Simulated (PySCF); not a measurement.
C$_{6}$H$_{14}$Te, charge -1, doublet, at the geometry of the source list (a state made from the parent by changing its charge; the spin is typed, not shown lowest) (all electrons, no relativity) (in this run its highest filled SCF level lies above zero, so its values depend strongly on the basis, on diffuse functions most of all). Base run: B3LYP/STO-3G run with PySCF.

Geometry (Å):
```xyz
21

C      2.0419     1.0834     0.3624
C      1.5672    -0.3555     0.2959
C      2.7319    -1.3113     0.1179
Te     0.1044    -0.6610    -1.3200
C     -1.6091    -0.0563    -0.0786
C     -1.9316     1.4167    -0.2429
C     -2.8145    -0.9203    -0.3980
H      2.5689     1.3559    -0.5493
H      2.7230     1.2151     1.2029
H      1.2073     1.7664     0.4969
H      1.0335    -0.6013     1.2156
H      2.4011    -2.3442     0.1951
H      3.4859    -1.1351     0.8849
H      3.1996    -1.1714    -0.8543
H     -1.2901    -0.2461     0.9474
H     -1.0731     2.0384     0.0023
H     -2.2311     1.6313    -1.2664
H     -2.7518     1.6974     0.4182
H     -2.5813    -1.9755    -0.2766
H     -3.1428    -0.7558    -1.4222
H     -3.6395    -0.6709     0.2690
```
Charge -1, spin multiplicity 2.
Orbitals are unrestricted.
All else is at PySCF's defaults.
Base energy -6783.29628 Eh.

Each row names what was changed in the base input (with any setting that the change needs).

```csv
change,ΔE vs base (mEh),grid points,electrons on the grid
base,0.000,243984,102.99995
grids.level = 4,-0.004,423152,103.00000
grids.level = 5,-0.005,634256,103.00001
"grids.atom_grid = (75, 302)",0.015,305552,103.00000
grids.radi_method = delley,0.006,261632,102.99995
grids.level = 7,-0.004,1311280,103.00000
grids.becke_scheme = stratmann,-0.001,243984,102.99996
"grids.atom_grid = (150, 974)",-0.004,1704456,103.00000
grids.level = 0,-20.896,18032,102.99546
grids.level = 2,0.005,156504,103.00000
grids.prune = dft.gen_grid.treutler_prune,0.000,211760,102.99996
```

Open shells are given as the SCF converged; they aren't shown to be the lowest states, and a large step between rows can be another state.
